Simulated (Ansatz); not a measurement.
C$_{6}$H$_{16}$F$_{2}$HfN$_{2}$, SMILES `CC[N](C)[Hf]([F])([F])[N](C)CC`. The species carries charge 0 and has multiplicity 1. Hf takes the def2 core potential. Geometry: relaxed with PBE0-D4/def2-TZVP. It is one conformer, not always the lowest.

```xyz
27

C     1.782   -0.980   -2.048
C     2.295   -1.424   -0.693
N     1.242   -1.497    0.295
C     1.732   -1.886    1.600
Hf   -0.726   -1.110   -0.008
F    -1.741   -1.791    1.483
F    -1.425   -1.779   -1.681
N    -0.912    0.905   -0.018
C     0.044    1.974    0.108
C    -2.281    1.343   -0.223
C    -2.913    2.033    0.977
H     1.307    0.007   -1.991
H     2.602   -0.901   -2.764
H     1.055   -1.687   -2.457
H     3.071   -0.723   -0.347
H     2.792   -2.402   -0.790
H     2.474   -1.170    1.980
H     2.210   -2.875    1.575
H     0.917   -1.935    2.328
H    -0.119    2.586    1.004
H     1.055    1.567    0.175
H     0.008    2.648   -0.761
H    -2.335    2.002   -1.104
H    -2.901    0.469   -0.485
H    -2.897    1.376    1.849
H    -2.385    2.954    1.232
H    -3.952    2.297    0.764
```

What is the dipole moment at B3LYP/def2-TZVPP? (Estimate.)

Ansatz gave: 2.78 D, with components (2.27, 1.60, 0.06) D in this frame, pointing from negative to positive charge.

And with PBE, r2SCAN, ωB97M-V? (An estimate is asked.)

Ansatz gave: PBE 2.72 D, r2SCAN 2.76 D, ωB97M-V 2.67 D.

Give the Mulliken charges with B3LYP, r2SCAN, ωB97M-V in def2-TZVPP. (Best estimate.)

Ansatz gave: 
| atom | B3LYP | r2SCAN | ωB97M-V |
| --- | --- | --- | --- |
| C1 | -0.29 | -0.18 | -0.37 |
| C2 | 0.00 | 0.09 | -0.07 |
| N3 | -0.28 | -0.31 | -0.28 |
| C4 | -0.16 | -0.03 | -0.22 |
| Hf5 | 0.85 | 0.86 | 0.78 |
| F6 | -0.36 | -0.37 | -0.35 |
| F7 | -0.37 | -0.37 | -0.35 |
| N8 | -0.28 | -0.31 | -0.28 |
| C9 | -0.17 | -0.05 | -0.23 |
| C10 | 0.02 | 0.12 | -0.08 |
| C11 | -0.25 | -0.15 | -0.29 |
| H12 | 0.08 | 0.06 | 0.12 |
| H13 | 0.09 | 0.05 | 0.11 |
| H14 | 0.10 | 0.08 | 0.14 |
| H15 | 0.06 | 0.03 | 0.10 |
| H16 | 0.07 | 0.03 | 0.11 |
| H17 | 0.09 | 0.05 | 0.11 |
| H18 | 0.09 | 0.05 | 0.12 |
| H19 | 0.09 | 0.05 | 0.10 |
| H20 | 0.09 | 0.06 | 0.12 |
| H21 | 0.09 | 0.04 | 0.10 |
| H22 | 0.08 | 0.05 | 0.12 |
| H23 | 0.06 | 0.02 | 0.10 |
| H24 | 0.05 | 0.02 | 0.09 |
| H25 | 0.09 | 0.06 | 0.11 |
| H26 | 0.08 | 0.05 | 0.10 |
| H27 | 0.08 | 0.04 | 0.10 |

B3LYP here is the variant with VWN-RPA as its local correlation; programs differ in this.
